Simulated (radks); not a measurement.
Spherical jellium clusters: N electrons in a uniform positive sphere of charge N and radius rs N^(1/3), rs = 2.66 bohr. Method: non-relativistic Kohn-Sham, LDA (Slater exchange, Perdew-Wang correlation), spin-polarised, spherical densities; computed with a radial shooting solver with Libxc functionals. Levels are named by radial order and angular momentum (1s, 1p, 1d, 2s, ...), and open shells are averaged over m.

N = 32, configuration 1s2 1p6 1d10 2s2 1f(up 7, down 5). This is the lowest configuration that the search found. Occupied and some empty levels:

| level | occupation | eigenvalue (eV) | <r> (bohr) |
|---|---|---|---|
| 1s up | 1 | -9.0990 | 4.722 |
| 1s down | 1 | -9.0179 | 4.653 |
| 1p up | 3 | -7.5262 | 5.887 |
| 1p down | 3 | -7.4003 | 5.853 |
| 1d up | 5 | -5.7309 | 6.676 |
| 1d down | 5 | -5.5850 | 6.669 |
| 2s up | 1 | -5.3058 | 5.691 |
| 2s down | 1 | -5.2197 | 5.735 |
| 1f up | 7 | -3.7266 | 7.352 |
| 1f down | 5 | -3.5769 | 7.366 |
| 2p up | 0 | -3.0306 | 6.827 |
| 2p down | 0 | -2.9530 | 6.860 |
| 1g up | 0 | -1.5779 | 8.091 |
| 1g down | 0 | -1.4380 | 8.137 |
| 2d up | 0 | -1.0354 | 8.943 |
| 2d down | 0 | -0.96895 | 9.041 |

Energy (eV): total -43.0275, kinetic 118.44, external -3874.2, Hartree 1898.6, exchange-correlation -165.66, background 1979.7.

Electron density:

| r (bohr) | n(r) (e/bohr^3) |
|---|---|
| 0.275 | 0.01615 |
| 1.31 | 0.01425 |
| 2.35 | 0.01163 |
| 3.39 | 0.01076 |
| 4.42 | 0.01225 |
| 5.46 | 0.01401 |
| 6.50 | 0.01313 |
| 7.54 | 0.008919 |
| 8.57 | 0.004168 |
| 9.61 | 0.001477 |
| 10.7 | 0.0004566 |
| 11.7 | 0.0001315 |
| 12.7 | 0.00003703 |
| 13.8 | 0.00001015 |
